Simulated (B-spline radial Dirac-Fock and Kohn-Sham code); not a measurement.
## EELS cross sections of the Ir M5 edge

System: neutral iridium, [Xe] 4f14 5d7 6s2. Model: the first Born approximation with generalised oscillator strengths from a Dirac-Hartree-Slater potential (longitudinal and transverse terms; continuum final states only, so no white lines or fine structure). Program: a radial atomic solver. The edge is taken at 2040.0 eV (tabulated value).

Input file task.json (cfg lists n, l and occupation; rrms is the nuclear radius in fm):

```json
{"items": [{
  "Z": 77,
  "q": 0,
  "cfg": [[1, 0, 2], [2, 0, 2], [2, 1, 6], [3, 0, 2], [3, 1, 6], [3, 2, 10], [4, 0, 2], [4, 1, 6], [4, 2, 10], [4, 3, 14], [5, 0, 2], [5, 1, 6], [5, 2, 7], [6, 0, 2]],
  "A": 193,
  "rrms": 5.4032,
  "do": "eels",
  "beams": [[60, 5], [60, 10], [60, 20], [60, 50], [80, 5], [80, 10], [100, 5], [120, 10], [200, 20], [200, 50], [200, 100], [300, 10], [300, 20], [300, 100]],
  "edges": {"M5": 2040.0}
}]}
```

Command: `python xray2_run.py task.json out`

Partial cross sections σ(β, Δ) in barn, integrated over a window Δ above the edge and up to the collection semi-angle β, for parallel illumination:

```tsv
E₀ (kV)	β (mrad)	Δ = 25 eV	Δ = 50 eV	Δ = 100 eV	Δ = 200 eV	Δ = 300 eV
60	5	1.17	5.14	14.5	30.8	43.7
60	10	4.26	18.7	52.7	113	161
60	20	12.8	56.4	159	344	494
60	50	?	?	?	?	?
80	5	1.57	6.92	19.5	41.5	59.0
80	10	5.43	23.9	67.5	145	207
100	5	1.97	8.68	24.4	52.2	74.2
120	10	7.30	32.2	91.2	196	282
200	20	17.7	78.1	223	488	711
200	50	28.2	120	342	757	1110
200	100	33.0	136	383	848	1250
300	10	11.7	51.7	148	322	468
300	20	18.5	81.2	232	511	747
300	100	28.9	119	336	744	1100
```

Question: Give the row for 60 kV and 50 mrad.

Answer: 34.2 b for 25 eV, 148 b for 50 eV, 421 b for 100 eV, 922 b for 200 eV, 1340 b for 300 eV.

Values without a named source are computed, but for edge energies of neutral atoms, which are taken from tables.
